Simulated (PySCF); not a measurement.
A PySCF script (with the pyscf-properties extension) for the NMR shieldings of `C=C(C)[Si@@H](Cl)CC[SiH2]C`, C$_{6}$H$_{15}$ClSi$_{2}$, on a GFN2-xTB geometry:

```python
import basis_set_exchange as bse
import numpy as np
from pyscf import gto, dft
from pyscf.prop import nmr

atoms = """
C     2.593310    1.207403    0.769770
C     2.720411    0.195442   -0.078454
C     4.071753   -0.320881   -0.471192
Si    1.237791   -0.694326   -0.848529
Cl    1.213492   -2.602153   -0.144890
C    -0.420431    0.133873   -0.422166
C    -1.613785   -0.595664   -1.043672
Si   -3.281846    0.248780   -0.672603
C    -3.596317    0.279830    1.199737
H     3.450154    1.696358    1.208985
H     1.631313    1.592039    1.062945
H     4.159939   -1.373459   -0.206510
H     4.202999   -0.242709   -1.549451
H     4.868021    0.233184    0.021424
H     1.410319   -0.786059   -2.304302
H    -0.552301    0.171440    0.660656
H    -0.412748    1.167645   -0.769719
H    -1.628431   -1.624910   -0.681162
H    -1.471773   -0.657443   -2.123868
H    -4.352247   -0.496630   -1.346878
H    -3.244503    1.626104   -1.186897
H    -3.570124   -0.720595    1.623272
H    -2.855703    0.878309    1.723206
H    -4.571030    0.704187    1.421318
"""
names = dict.fromkeys(["C", "Si", "Cl", "H"], "pcSseg-1")
basis = {el: gto.basis.parse(bse.get_basis(n, elements=[el], fmt="nwchem")) for el, n in names.items()}
mol = gto.M(atom=atoms, basis=basis, charge=0, verbose=0)
mf = dft.RKS(mol, xc="PBE0")
mf.grids.level = 2
mf.grids.alignment = dft.numint.BLKSIZE   # the property module wants whole blocks of grid points
mf.conv_tol = 1e-9
mf.kernel()

calc = nmr.RKS(mf)   # GIAO
C = mf.mo_coeff
Co = C[:, mf.mo_occ > 0]
resp = mf.gen_response(singlet=True, hermi=2)
def vind(x):   # induced exchange potential for any number of trial vectors
    d = np.einsum("pi,xij,qj->xpq", C, 2 * x.reshape(-1, C.shape[1], Co.shape[1]), Co, optimize=True)
    return np.einsum("xpq,pi,qj->xij", resp(d - d.transpose(0, 2, 1)), C, Co, optimize=True).ravel()
mo1, _ = nmr.rhf.solve_mo1(calc, with_cphf=vind)
sigma = calc.kernel(mo1)
for i, s in enumerate(sigma):   # ppm
    print("%2d %-2s %9.2f" % (i, mol.atom_pure_symbol(i), np.trace(s) / 3))
```

Problem. What are the results?

Solution. 
```
 0 C      52.95
 1 C      32.61
 2 C     160.41
 3 Si    345.54
 4 Cl    988.41
 5 C     174.53
 6 C     180.80
 7 Si    387.87
 8 C     195.87
 9 H      25.68
10 H      26.21
11 H      29.34
12 H      29.71
13 H      29.81
14 H      26.57
15 H      30.78
16 H      31.06
17 H      30.77
18 H      31.08
19 H      27.36
20 H      27.62
21 H      31.69
22 H      31.37
23 H      31.55
```

These numbers come from an equivalent density-fitted implementation of the same equations, which agrees with the script to about 0.01 ppm for H and up to a few tenths of a ppm for heavy atoms, so last digits may differ.

Problem. Turn these shieldings into chemical shifts. Scale: 13C (σ = 186.93 ppm) and 29Si (σ = 349.16 ppm) and 1H (σ = 31.72 ppm) vs TMS; HCl for 35Cl (σ = 949.78 ppm) (reference shieldings calculated alike).

Solution. Averaging equivalent atoms: C 1: 154.3; C 0: 134.0; C 2: 26.5; C 5: 12.4; C 6: 6.1; C 8: -8.9; Si 3: 3.6; Si 7: -38.7; Cl 4: -39; H 9: 6.04; H 10: 5.50; H 14: 5.14; H 19: 4.36; H 20: 4.10; H 11/12/13: 2.10; H 17: 0.95; H 15: 0.94; H 16: 0.66; H 18: 0.63; H 21/22/23: 0.18 ppm. 

Size and cost of the density-fitted run: 249 basis functions, 2.9 min wall time on 1 thread of an Intel Xeon, shared host; peak memory 1.1 GiB.
